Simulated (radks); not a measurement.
Values are calculated unless marked as measured or tabulated.
Question: Radial electron density D(r) = 4 pi r^2 rho(r) of an atom or ion with 12 electrons. Level of theory: non-relativistic Kohn-Sham, revTPSS, spin-polarised, spherical densities, point nucleus; meta-GGA in the generalised Kohn-Sham scheme (a radial shooting solver on a logarithmic mesh with Libxc functionals).

r (bohr),D(r) (e/bohr)
0.009457,1.528
0.01212,2.329
0.01541,3.433
0.01958,4.938
0.0251,6.954
0.0319,9.301
0.04056,11.83
0.05156,14.12
0.06607,15.62
0.08399,15.66
0.1068,14.16
0.1368,11.68
0.1739,9.839
0.2211,9.874
0.2834,11.88
0.3602,13.97
0.4579,13.94
0.5868,10.94
0.746,6.640
0.9484,3.189
1.215,1.629
1.545,1.374
1.964,1.179
2.517,0.6742
3.199,0.2264
4.067,0.04189
5.212,0.003355
6.626,0.0001136

What is the nuclear charge?

Answer: Z = 14. The innermost maximum, from 1s, lies near 1/Z = 0.0714 bohr (found: 0.0751), and its height grows with Z. The density is that of the silicon ion Si2+ in [Ne] 3s2; the configuration itself is not fixed sharply by these data, and Z only to about a unit. D(r) has 2 maxima, at r = 0.0751, 0.406 bohr, and minima at 0.196 bohr, inside which lie 2.20 electrons.
